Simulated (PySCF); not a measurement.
## CsBi⁺: from constants to spectrum

UHF-MP2 constants of CsBi⁺, ⁴Σ⁻ (quartet), unpaired electrons σ ↑, π ↑↑ (Cs def2-SVPD with ECP46, Bi def2-SVPD with ECP60; scalar-relativistic core potentials (PySCF 2.14); masses 132.9054 and 208.9804 u):

| Item | Value |
| --- | --- |
| ωe | 30.1 cm⁻¹ |
| ωexe | 0.221 cm⁻¹ |
| Be | 0.010841 cm⁻¹ |
| αe | 8.37e-05 cm⁻¹ |

What force constant and bond length do these constants imply?

Reduced mass μred = 81.239 u; k = 5.8918×10⁻⁷·μred·ωe² (u, cm⁻¹, mdyn/Å) = 0.0434 mdyn/Å; Re = √(16.8576/(μred·Be)) (u, cm⁻¹, Å) = 4.375 Å.

Estimate the centrifugal constant D from the Kratzer relation and find the Dunham coefficient a1.

D = 4Be³/ωe² = 5.63e-09 cm⁻¹; a1 = −1 − αeωe/(6Be²) = -4.57.

Correlated steps freeze 4 core orbitals. Spin–orbit coupling is left out, which matters for elements this heavy, above all for dissociation energies. The state was picked by a PBE0 search and need not be the measured ground state.
